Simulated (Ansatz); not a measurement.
Cost and result for the atomization energy of C$_{2}$H$_{4}$F$_{2}$Ge, SMILES `FC(F)=[CH][GeH3]` (9 atoms, 8 bonds).

Cartesian coordinates in Å:
```
F 2.2622 -0.7865 1.4043
C 1.0548 -0.6122 0.9152
F 0.2176 -1.4071 1.5478
C 0.7236 0.2191 -0.0503
Ge -1.0902 0.4015 -0.7005
H 1.5282 0.8073 -0.4718
H -1.5986 -0.9374 -1.2557
H -2.0221 0.8633 0.4299
H -1.0756 1.4520 -1.8189
```

Total charge 0; spin multiplicity 1. Correlated methods include outer-core shells of Ge, which these sets cover unevenly. Scalar relativity is left out up to krypton. The structure was optimised at the PBE0-D4/def2-TZVP level. Program: Ansatz. All runs use 4 threads of an Arm Neoverse N1 on a shared host. Times are those of one run each, without the atoms' runs, and a repeat can differ threefold. Electronic energies, without spin–orbit coupling; frozen cores. CCSD(T)/CBS adds CCSD(T) − MP2 in def2-TZVPP to the MP2 limit, and its time is that of the two runs behind it. T1 = 0.012. With those shells the extrapolation isn't a true limit. B3LYP takes the VWN-RPA correlation (the form of Gaussian; ORCA's B3LYP/G).

CCSD(T)/CBS is a level of theory with its own doubt, some kJ/mol a heavy atom from the limit and from the frozen cores, so smaller differences don't rank the functionals.

```json
{"level": "PBE-D4/def2-TZVPP (with forces)", "functions": "228", "wall time": "3.7 s"}
{"level": "PBE0-D4/def2-TZVPP", "functions": "228", "wall time": "4.7 s"}
{"level": "B3LYP-D4/def2-TZVPP (with forces)", "functions": "228", "wall time": "7 s"}
{"level": "r2SCAN-D4/def2-TZVPP (with forces)", "functions": "228", "wall time": "7.5 s"}
{"level": "B2PLYP/def2-TZVPP", "functions": "228", "wall time": "8.5 s"}
{"level": "ωB97X-V/def2-TZVPP", "functions": "228", "wall time": "12 s"}
{"level": "ωB97M-V/def2-TZVPP (with forces)", "functions": "228", "wall time": "17 s"}
{"level": "MP2/def2-QZVPP", "functions": "437", "wall time": "37 s"}
{"level": "CCSD(T)/def2-TZVPP", "functions": "228", "wall time": "5 min"}
{"level": "CCSD(T)/CBS(def2)", "functions": "–", "wall time": "5.6 min"}
```

(1) What atomization energy does each give, and how far from CCSD(T)/CBS? (Best estimate.)

Answers

(1) Ansatz gave: 
```
                             level  atomization (kcal/mol)  difference from CCSD(T)/CBS  per bond
   PBE-D4/def2-TZVPP (with forces)                   789.9                         22.5       2.8
                PBE0-D4/def2-TZVPP                   769.3                          1.9       0.2
 B3LYP-D4/def2-TZVPP (with forces)                   763.6                         -3.8      -0.5
r2SCAN-D4/def2-TZVPP (with forces)                   772.7                          5.3       0.7
                 B2PLYP/def2-TZVPP                   758.1                         -9.3      -1.2
                ωB97X-V/def2-TZVPP                   770.9                          3.5       0.4
  ωB97M-V/def2-TZVPP (with forces)                   767.3                         -0.1       0.0
                    MP2/def2-QZVPP                   777.3                          9.9       1.2
                CCSD(T)/def2-TZVPP                   750.2                        -17.2      -2.1
                 CCSD(T)/CBS(def2)                   767.4                          0.0       0.0
```

In def2-TZVPP, CCSD(T) changes the Hartree–Fock value by +209.1 kcal/mol (the triples alone add +14.3 kcal/mol) and MP2 by +226.2 kcal/mol; breaking electron pairs costs correlation energy, which Hartree–Fock lacks. The D4 term adds +6.2 kcal/mol with B3LYP and +3.2 kcal/mol with PBE0; it sums over pairs of atoms, weighted by their polarisabilities, and B3LYP, whose exchange is more repulsive, gets the larger term. From PBE to PBE0 (25 % exact exchange), in def2-TZVPP and without D4, the atomization energy moves by −20.0 kcal/mol: exact exchange takes away binding that semilocal exchange gives to molecules.
